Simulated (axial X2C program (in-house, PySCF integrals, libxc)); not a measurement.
**Potential curves of KN, two-component**

Computed with an in-house all-electron X2C program for linear molecules (integrals from PySCF). Two-component (2c) means X2C with spin–orbit coupling and atomic mean-field two-electron Coulomb and Gaunt terms. Basis: K dyall-cv3z [11s12p6d3f], N dyall-av3z [7s7p3d2f] (cores contracted in-house); Gaussian nuclei, density fitting, unrestricted open shells. Masses: K 38.964 u, N 14.003 u.

State: Ω = 1 (⟨Sz⟩ = 1.00, ⟨Lz⟩ = 0.00 at PBE0). Energies in kJ/mol from the fragments at the same level (K + N). Fits are polynomials in 1 − R0/R over 0.85 to 1.23 times the lowest point R0.

| R (Å) | PBE0 | r2SCAN0 |
| --- | --- | --- |
| 2.2133 | -76.34 | -54.20 |
| 2.3150 | -93.23 | -71.36 |
| 2.3914 | -100.32 | -78.52 |
| 2.4677 | -103.84 | -82.05 |
| 2.5440 | -104.67 | -82.91 |
| 2.6330 | -103.18 | -81.57 |
| 2.7221 | -99.84 | -78.56 |
| 2.8366 | -93.84 | -73.37 |
| 2.9765 | -85.21 | -66.14 |
| 3.1800 | -72.16 | -55.50 |

Occupations by symmetry block were frozen at the best pattern of an incomplete PBE0 search. Dissociation energies refer to the lowest single-determinant-based atoms at the same level and basis. Density functionals use the spin component along the axis (collinear). Other states lie close and PBE0, whose exact exchange favours high spin, may order them wrongly; the determinant shown need not be the ground state. The nearest other 2c determinant of the search, Ω = 2, lies 0.35 eV up at the distance of the search. With several unpaired electrons one determinant need not be a pure state. Open-shell Ω = 0 determinants with evenly filled partner blocks cannot be reached by this program, so the Ω shown need not be the lowest component. This is the Ω = 1 component of a π² triplet; the 0⁺ component is not one determinant and can lie lowest. The determinant is spin-polarised beyond a pure state at some levels (its spin-free form has ⟨S²⟩ too high), which makes Re and μ there less reliable.

Q: What are Re, ωe and De at the PBE0 level?

A: At PBE0, 2c: Re = 2.534 Å, ωe ≈ 311 cm⁻¹, De = 1.09 eV to K + N; Be follows as 0.255 cm⁻¹.

Q: Fit the r2SCAN0 curve near its minimum: give the equilibrium distance, the harmonic wavenumber and the well depth.

A: At r2SCAN0, 2c: Re = 2.536 Å, ωe ≈ 304 cm⁻¹, De = 0.86 eV to K + N; Be follows as 0.254 cm⁻¹.
